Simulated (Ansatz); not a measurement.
One change: `O[Si](O)(Cl)[GeH2][Cl]` becomes `O[Si](O)(Cl)Cl`.

Ansatz, PBE0-D4/def2-TZVP geometries, multiplicity 1. Each molecule was computed in one conformer, which needn't be the lowest.

Scalar relativity is left out up to krypton.

```tsv
property	`O[Si](O)(Cl)[GeH2][Cl]`
HOMO–LUMO gap (B3LYP/def2-TZVPP) / eV	6.95
HOMO–LUMO gap (PBE0/def2-TZVPP) / eV	7.37
HOMO–LUMO gap (PBE/def2-TZVPP) / eV	5.27
size of the dipole moment (B3LYP/def2-TZVPP) / D	1.75
HOMO energy (PBE0/def2-TZVPP) / eV	-8.18
HOMO energy (PBE/def2-TZVPP) / eV	-6.93
```

Q: Give the same properties after the change, and the shifts. (An estimate is asked.)

A: Computed: 
```tsv
property	`O[Si](O)(Cl)Cl`	shift
HOMO–LUMO gap (B3LYP/def2-TZVPP) / eV	8.75	1.80
HOMO–LUMO gap (PBE0/def2-TZVPP) / eV	9.41	2.04
HOMO–LUMO gap (PBE/def2-TZVPP) / eV	6.97	1.70
size of the dipole moment (B3LYP/def2-TZVPP) / D	2.01	0.26
HOMO energy (PBE0/def2-TZVPP) / eV	-9.15	-0.97
HOMO energy (PBE/def2-TZVPP) / eV	-7.66	-0.73
```

With PBE0 the HOMO falls by 0.97 eV and the LUMO rises by 1.07 eV, so the gap widens by about 2.04 eV. PBE moves the HOMO by -0.73 eV and ωB97M-V by -1.17 eV. Dipoles are sizes alone; their direction can turn.

B3LYP here is the variant with VWN-RPA as its local correlation; programs differ in this.
